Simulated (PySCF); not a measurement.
Computed shifts of a molecule C2H5ClGe, B3LYP/pcSseg-1 in PySCF, GIAO, gas phase, atoms alike by connectivity averaged where their shifts nearly agree, in ppm (number of nuclei): ¹³C: 147.7 (1), 141.6 (1). ¹H: 6.82 (2), 6.49 (1), 5.68 (2). References: ⁷³Ge against GeH4 (σ = 1631.8 ppm); ³⁵Cl against HCl (σ = 933.3 ppm); ¹³C against TMS (σ = 181.3 ppm); ¹H against TMS (σ = 31.68 ppm), references at their B3LYP-D3(BJ)/def2-TZVP geometries, non-relativistic (without spin–orbit terms, shifts of atoms bonded to Cl or Br come out too high). Geometry: r2SCAN-D4/def2-SVP. One conformer was computed; it need not be the lowest.

Question: Identify the compound among the candidates.
A. C=[CH][GeH2][Cl]
B. C=[C](Cl)[GeH3]
C. Cl/C=[CH]/[GeH3]

Answer: A, C=[CH][GeH2][Cl]
